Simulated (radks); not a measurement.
Task: The cadmium ion Cd6+, 42 electrons, occupied as [Kr] 4d6. Method: scalar-relativistic Kohn-Sham, PBEsol, spin-polarised, spherical densities, finite nucleus; open shells are filled with parallel spins first (spin-orbit coupling, left out, can overturn this in heavy ions); Fermi nuclear charge, rms radius 4.6087 fm; computed with a radial shooting solver on a logarithmic mesh with Libxc functionals. Some entries of the table are withheld. Estimate them.

orbital  occ.  eigenvalue (hartree)  <r^2> (bohr^2)  r(max) (bohr)
1s up       1             -977.8332        0.001251        0.01969
1s down     1             -977.8330        0.001251        0.01969
2s up       1             -148.3016         0.02045         0.1113
2s down     1             -148.2624         0.02045         0.1113
2p up       3             -133.4692         0.01612        0.08901
2p down     3             -133.4389         0.01611        0.08900
3s up       1             -30.54697          0.1469         0.3239
3s down     1             -30.52498          0.1468         0.3240
3p up       3             -25.68438          0.1480         0.3170
3p down     3             -25.65965          0.1478         0.3171
3d up       5             -18.07788          0.1330         0.2654
3d down     5             -18.04151          0.1328         0.2655
4s up       1              -7.37312          0.8344         0.7894
4s down     1              -7.22708          0.8322         0.7876
4p up       3              -5.89785          0.9676         0.8342
4p down     3              -5.74903          0.9674         0.8323
4d up       5              -3.70747             (1)         0.9298
4d down     1              -3.56075             (2)         0.9283

Result: 
(1) 4d up <r^2> (bohr^2): 1.338
(2) 4d down <r^2> (bohr^2): 1.356
